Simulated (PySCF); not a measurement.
Below is a simulated gas-phase Cl 2p photoelectron spectrum of Al2As2Cl4H4 ((Cl2Al-mu-AsH2)2).

Every computed line was given a Gaussian of 0.7 eV full width at half maximum and an area set by the number of equivalent atoms (split 2:1 within a doublet); the highest printed point is 100. Theory: PySCF, delta-SCF UKS SCAN, pcX-2 on the ionised atom, pcseg-1 elsewhere, spin-free X2C.

binding energy (eV), intensity and a bar:
```
    204.6          0 
    204.7          1 
    204.8          2 #
    204.9          6 ##
    205.0         12 ###
    205.1         22 #######
    205.2         38 ###########
    205.3         57 #################
    205.4         77 #######################
    205.5         93 ############################
    205.6        100 ##############################
    205.7         96 #############################
    205.8         83 #########################
    205.9         63 ###################
    206.0         43 #############
    206.1         27 ########
    206.2         15 ####
    206.3          7 ##
    206.4          4 #
    206.5          3 #
    206.6          4 #
    206.7          8 ##
    206.8         14 ####
    206.9         23 #######
    207.0         33 ##########
    207.1         43 #############
    207.2         49 ###############
    207.3         50 ###############
    207.4         45 ##############
    207.5         37 ###########
    207.6         27 ########
    207.7         18 #####
    207.8         10 ###
    207.9          5 ##
    208.0          2 #
    208.1          1 
    208.2          0 
    208.3          0
```

How many maxima does the curve show, and how many computed lines lie under it?

The curve has 2 maxima (at 205.6 and 207.3 eV). Under it lie 2 lines from 1 inequivalent chlorine site, drawn as a 2p3/2, 2p1/2 pair.

Decompose the envelope and assign each component. Bonds: Al1–Cl2, Al1–Cl3, Al1–As4, Al1–As8, As4–Al5, Al5–Cl6, Al5–Cl7, Al5–As8. Hydrogens: H9, H10 on As4; H11, H12 on As8.

```
position (eV)  relative area      line            atoms            environment
       205.62           2.67  Cl 2p3/2  Cl2/Cl3/Cl6/Cl7  chlorine bonded to Al
       207.27           1.33  Cl 2p1/2  Cl2/Cl3/Cl6/Cl7  chlorine bonded to Al
```

What are the centre and the root-mean-square width of the whole band?

The area-weighted mean of the lines is 206.17 eV. Their own spread about it is 0.78 eV (rms) and each Gaussian has σ = 0.7/2.355 = 0.30 eV; the variances add, which gives 0.83 eV.

Shake-up satellites, vibrational structure and lifetime widths aren't simulated. The first atom of each set that the bonding makes equivalent was ionised and stands for the set. The 2p values aren't plain energy differences: one relaxed spin-free 2p hole is combined with a matrix within the shell (ground-state 2p orbital-energy differences and spin–orbit coupling). 2p3/2, the mean of its two sublevels, lies a third of the splitting below the shell's mean and 2p1/2 two thirds above it; the statistical areas are 2:1. 2p1/2 minus 2p3/2 (ligand field included): Cl 1.65 eV. Geometry: PBE0-D3(BJ)/def2-SVP, one conformer, isolated molecule.
